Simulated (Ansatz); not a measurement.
Wavefunction ladder for `[Br][Zr]([Br])([Br])[Br]`

```xyz
5

Br   -1.0909   -2.0881   -0.7304
Zr    0.0000    0.0000    0.0001
Br    0.4345   -0.1039    2.4257
Br    2.1337    0.2786   -1.2054
Br   -1.4773    1.9133   -0.4900
```

Total charge 0; spin multiplicity 1. Correlated methods include outer-core shells of Br, Zr, which these sets cover unevenly. Scalar relativity is left out up to krypton. Zr takes the def2 core potential. Geometry: relaxed with PBE0-D4/def2-TZVP. Frozen core, restricted reference, the Gaussian-basis code of Ansatz.

```tsv
basis	HF (Eh)	MP2 corr.	CCSD corr.	(T)	CCSD(T) total
def2-SVP	?	-1.16921	-1.15761	-0.03654	?
def2-TZVPP	-10336.53461	-1.44509	-1.44502	?	?
def2-QZVPP	?	?	–	–	–
```

**Question.** Fill in the withheld values. (Best estimate.)

**Answer.** The calculation gave: def2-SVP HF (Eh): -10335.25756; def2-SVP CCSD(T) total: -10336.45171; def2-TZVPP (T): -0.06079; def2-TZVPP CCSD(T) total: -10338.04042; def2-QZVPP HF (Eh): -10336.73597; def2-QZVPP MP2 corr.: -2.76719.
